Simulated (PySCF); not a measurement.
Job file and geometry (Å, from GFN2-xTB) of an NMR shielding run on `C[O+]1[BH2-]C[C@@H](CC=O)C1`, C6H13BO2, PySCF, GIAO PBE0/pcSseg-1 NMR shielding, non-relativistic, gas phase; density fitting, a coarse starting grid and PySCF grid level 2 are the driver's defaults:

```
$ OMP_NUM_THREADS=1 python probes_run.py task.json out

{"job": {"kind": "nmr", "xc": "PBE0", "basis": "pcSseg-1"}, "charge": 0, "multiplicity": 1}
C     -2.166406     1.282204     0.323497
O     -1.509442     0.441291    -0.604985
B     -1.693235    -1.211756    -0.272002
C     -0.130201    -1.649777    -0.115829
C      0.602253    -0.346094     0.192648
C      2.113610    -0.393033    -0.078885
C      2.728217     0.915992     0.304058
O      3.180235     1.727399    -0.455488
C     -0.102330     0.668704    -0.706360
H     -3.219540     1.009078     0.305710
H     -2.055390     2.325565     0.014910
H     -1.782360     1.155453     1.339047
H     -2.252644    -1.625099    -1.228719
H     -2.320424    -1.270713     0.733469
H      0.041342    -2.380362     0.672998
H      0.273556    -2.072748    -1.036399
H      0.439400    -0.070907     1.241183
H      2.297439    -0.597885    -1.134519
H      2.551619    -1.187606     0.527499
H      2.700340     1.115803     1.395525
H      0.160897     0.473961    -1.750935
H      0.132653     1.709915    -0.468842
```

Problem. Write the output of this run.

Solution. 
```
coarse grid: 17840 points
cycle   1  E = -410.9616383906  dE =  1.206e+00  |g| = 8.437e-01  |ddm| = 3.992e+00
cycle   2  E = -410.5983535319  dE =  3.633e-01  |g| = 1.614e+00  |ddm| = 2.138e+00
cycle   3  E = -411.1053160840  dE = -5.070e-01  |g| = 1.909e-01  |ddm| = 1.576e+00
cycle   4  E = -411.1129303904  dE = -7.614e-03  |g| = 7.395e-02  |ddm| = 2.220e-01
cycle   5  E = -411.1140829299  dE = -1.153e-03  |g| = 1.863e-02  |ddm| = 7.155e-02
cycle   6  E = -411.1141484181  dE = -6.549e-05  |g| = 6.567e-03  |ddm| = 1.687e-02
cycle   7  E = -411.1141557047  dE = -7.287e-06  |g| = 1.776e-03  |ddm| = 5.184e-03
final grid: 170712 points
cycle   8  E = -411.1911822854  dE = -4.070e-05  |g| = 1.931e-02  |ddm| = 4.244e-02
cycle   9  E = -411.1910470710  dE =  1.352e-04  |g| = 3.333e-02  |ddm| = 3.397e-02
cycle  10  E = -411.1912508305  dE = -2.038e-04  |g| = 3.886e-03  |ddm| = 2.305e-02
cycle  11  E = -411.1912537700  dE = -2.939e-06  |g| = 5.641e-04  |ddm| = 2.828e-03
cycle  12  E = -411.1912538236  dE = -5.359e-08  |g| = 2.160e-04  |ddm| = 6.070e-04
cycle  13  E = -411.1912538330  dE = -9.492e-09  |g| = 4.706e-05  |ddm| = 2.201e-04
cycle  14  E = -411.1912538335  dE = -4.540e-10  |g| = 1.529e-05  |ddm| = 5.493e-05
converged SCF energy = -411.1912538335

GIAO shielding tensors (ppm)
atom      isotropic    diamagn.    paramagn.     s11        s22        s33       span
  0 C      119.404     245.078    -125.674     78.423     99.866    179.924    101.502
  1 O      312.565     399.084     -86.519    245.495    330.229    361.971    116.476
  2 B       91.596     187.833     -96.237     57.851     76.293    140.646     82.795
  3 C      160.699     249.491     -88.792    140.137    154.793    187.167     47.030
  4 C      153.091     254.328    -101.238    129.228    159.822    170.221     40.993
  5 C      133.017     250.028    -117.011    103.719    129.757    165.575     61.856
  6 C      -20.086     249.519    -269.605   -118.249    -35.147     93.138    211.388
  7 O     -366.632     396.680    -763.312   -990.587   -453.110    343.802   1334.389
  8 C      101.989     252.135    -150.147     58.785     91.982    155.199     96.414
  9 H       27.875      28.102      -0.227     23.718     25.262     34.646     10.928
 10 H       28.357      28.804      -0.447     24.162     25.545     35.366     11.204
 11 H       28.183      31.021      -2.838     24.343     26.029     34.177      9.834
 12 H       27.893      30.446      -2.553     24.204     27.792     31.684      7.480
 13 H       28.342      31.500      -3.157     23.439     28.776     32.813      9.375
 14 H       30.599      31.930      -1.331     26.878     27.460     37.459     10.581
 15 H       30.841      32.953      -2.112     26.723     29.265     36.536      9.813
 16 H       29.149      35.705      -6.556     25.460     28.542     33.446      7.986
 17 H       29.873      32.001      -2.128     27.017     28.863     33.740      6.723
 18 H       28.839      30.411      -1.572     26.058     26.623     33.835      7.776
 19 H       21.665      28.428      -6.764     18.652     20.455     25.887      7.235
 20 H       28.264      33.534      -5.270     23.041     28.184     33.568     10.527
 21 H       28.347      34.461      -6.114     23.197     29.658     32.185      8.989
```

Size and cost of the density-fitted run: 218 basis functions, 58 s wall time on 1 thread of an Arm Neoverse V1, shared host; peak memory 0.98 GiB.
